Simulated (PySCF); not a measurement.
Ge⁺ (germanium, charge +1) across methods

[Ar] 3d10 4s1 4p1 5s1, high-spin 4P determinant (an excited configuration). Calculation: PySCF 2.14, in aug-cc-pVDZ-DK (6s5p3d, 36 functions); the spin-free X2C one-electron Hamiltonian (Gaussian nucleus).

```tsv
method	E (hartree)	mean ε 4s α (eV)	mean ε 4p α (eV)	mean ε 5s α (eV)	Σ⟨r²⟩ (bohr²)	⟨S²⟩
UHF	-2096.18652	-30.540	-20.418	-8.107	51.92	3.751
PBE0	-2097.521	-26.783	-17.231	-7.226	50.47	3.751
PBE	-2097.485	-25.326	-16.004	-6.822	50.04	3.751
BHandHLYP	-2097.751	-28.098	-18.198	-7.384	50.82	3.750
r2SCANh	-2097.741	-26.366	-16.920	-6.947	50.64	3.751
r2SCAN	-2097.752	-25.826	-16.482	-6.792	50.57	3.751
TPSSh	-2097.737	-25.931	-16.570	-6.926	50.43	3.751
```

Q: Estimate the same row for LDA.

A: E (hartree) = -2094.460; mean ε 4s α (eV) = -25.620; mean ε 4p α (eV) = -16.027; mean ε 5s α (eV) = -6.889; Σ⟨r²⟩ (bohr²) = 49.70; ⟨S²⟩ = 3.750.

The outer electron is Rydberg-like, and this basis confines it to a smaller radius and binds it less than a complete one would.
